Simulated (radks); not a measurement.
Results of a calculation; reference values are marked as such.
Initial-state core-level shifts of the chromium ion Cr+ when its valence configuration changes from [Ar] 3d5. Level of theory: scalar-relativistic Kohn-Sham, LDA (Slater exchange, Perdew-Wang correlation), spin-unpolarised, spherical densities, finite nucleus; Fermi nuclear charge, rms radius 3.6452 fm (a radial shooting solver on a logarithmic mesh with Libxc functionals). Shifts are changes of the shell-averaged eigenvalues in eV (positive: less bound); the change of the density at the nucleus, which sets a Mossbauer isomer shift, is in e/bohr^3, on a base of 1.144e+04.

valence,1s,2s,3s,3p,density at nucleus
3d3 4s2,-11.175,-12.764,-10.918,-10.533,+16.679
3d4 4s1,-4.859,-5.535,-4.884,-4.718,+7.057
3d4 4p1,-6.183,-6.802,-6.207,-6.036,+1.065
3d4.5 4s0.5,-2.248,-2.559,-2.290,-2.213,+3.261
3d4.5 4p0.5,-2.911,-3.185,-2.954,-2.877,+0.445
3d3 4s1 4p1,-12.492,-14.051,-12.220,-11.826,+10.012
3d4 4s0.5 4p0.5,-5.529,-6.176,-5.553,-5.384,+4.109
3d3 4s0.5 4p1.5,-13.126,-14.672,-12.849,-12.450,+6.507
